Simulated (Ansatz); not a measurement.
Cost and result up the ladder for trans-OsCl2(PF3)4 (P4OsCl2F12) (19 atoms). Total charge 0; singlet. Geometry: PBE-D4/def2-SVP.

```xyz
19

Cl    1.899    0.643   -1.418
Cl   -1.899   -0.644    1.418
F     0.588   -3.132    1.208
F     2.611   -1.822    0.937
F     1.500   -2.782   -1.012
F    -1.063    2.346   -2.093
F     0.071    3.314   -0.161
F    -2.232    2.575    0.019
F    -2.657   -0.350   -1.957
F    -1.580   -2.494   -1.515
F    -0.670   -0.994   -3.190
F     1.086   -0.182    3.131
F     0.032    1.970    2.670
F     2.314    1.552    1.962
Os    0.000    0.000    0.000
P     1.154   -1.951    0.303
P    -0.835    2.059   -0.541
P    -1.207   -0.955   -1.692
P     0.887    0.847    1.930
```

Ansatz on 2 threads of AMD EPYC 7R13 on a shared host and a share (18 GiB) of an NVIDIA H100 80GB HBM3. Times are rough, and most runs start from the orbitals of an earlier one. CAM-B3LYP-D4/def2-TZVP serves as the yardstick here, not as an exact answer. Differences are given only for rows in sets of like size (and for xTB, whose basis is part of the method), since another set adds its own error. Binding counts from free atoms at the same level (Cl doublet, F doublet, Os quintet, P quartet; other spins of the atoms weren't run), without zero-point energy or a counterpoise term.

In the def2 sets Os takes a core potential; there is no spin–orbit coupling. Correlated methods freeze 42 core orbitals; core or outer-core shells of Os are correlated, in sets that lack core-valence functions. The rows differ in basis, and correlated rows in double-zeta sets carry the largest basis error. Single mean-field runs in def2-TZVP are fitted with def2-universal-jkfit. No other spin state of charge 0 was run. Another isomer (singlet) lies 0.56 eV lower at PBE0-D4/def2-TZVP; other spin states weren't run for this one.

Correlated methods converge slowly with the basis, most of all in double-zeta sets.

| level | functions | wall time |
| --- | --- | --- |
| PBE-D4/def2-SVP | 308 | 2.8 s |
| MP2/def2-SVP | 308 | 3.2 s |
| PBE0-D4/def2-SVP | 308 | 3.3 s |
| PBE-D4/def2-TZVP (with forces) | 634 | 4.3 s |
| RPA@PBE/def2-SVP | 308 | 4.6 s |
| PBE0-D4/def2-TZVP | 634 | 4.7 s |
| CAM-B3LYP-D4/def2-TZVP | 634 | 4.7 s |
| r2SCAN-D4/def2-TZVP | 634 | 4.8 s |

Task: Estimate what each level gives for the binding energy per atom (eV).

Result: 
```json
{"level": "PBE-D4/def2-SVP", "binding energy per atom (eV)": "4.16", "difference from CAM-B3LYP-D4/def2-TZVP (eV)": "–"}
{"level": "MP2/def2-SVP", "binding energy per atom (eV)": "3.74", "difference from CAM-B3LYP-D4/def2-TZVP (eV)": "–"}
{"level": "PBE0-D4/def2-SVP", "binding energy per atom (eV)": "3.87", "difference from CAM-B3LYP-D4/def2-TZVP (eV)": "–"}
{"level": "PBE-D4/def2-TZVP (with forces)", "binding energy per atom (eV)": "4.25", "difference from CAM-B3LYP-D4/def2-TZVP (eV)": "0.21"}
{"level": "RPA@PBE/def2-SVP", "binding energy per atom (eV)": "3.16", "difference from CAM-B3LYP-D4/def2-TZVP (eV)": "–"}
{"level": "PBE0-D4/def2-TZVP", "binding energy per atom (eV)": "4.02", "difference from CAM-B3LYP-D4/def2-TZVP (eV)": "-0.03"}
{"level": "CAM-B3LYP-D4/def2-TZVP", "binding energy per atom (eV)": "4.04", "difference from CAM-B3LYP-D4/def2-TZVP (eV)": "0.00"}
{"level": "r2SCAN-D4/def2-TZVP", "binding energy per atom (eV)": "4.09", "difference from CAM-B3LYP-D4/def2-TZVP (eV)": "0.05"}
```
